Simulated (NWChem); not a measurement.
C₃H₅BO₂; SMILES CB1COC1=O

```xyz
11

C      0.7261    -2.1527     0.0028
B     -0.0014    -0.7929    -0.0369
C     -1.4754    -0.2070    -0.0149
O     -0.9289     1.1694     0.0210
C      0.4173     0.7816    -0.0093
O      1.3536     1.5401    -0.0068
H      1.7022    -2.1334    -0.5230
H      0.9797    -2.3119     1.0802
H      0.1244    -3.0245    -0.3190
H     -2.1027    -0.3628    -0.9198
H     -2.1022    -0.4106     0.8805
```
Atoms are numbered in this order, from 1.

Computed with NWChem. Pople sets run with spherical d functions. Structure relaxed at the PBE-D3(BJ)/def2-SVP level.

**Question.** What does the run give for KT2/6-31G*? Quantities: highest occupied level (eV); orbital gap (eV); dipole (D).

**Answer.** 
```yaml
highest occupied level (eV): -5.85
orbital gap (eV): 2.65
dipole (D): 4.39
```
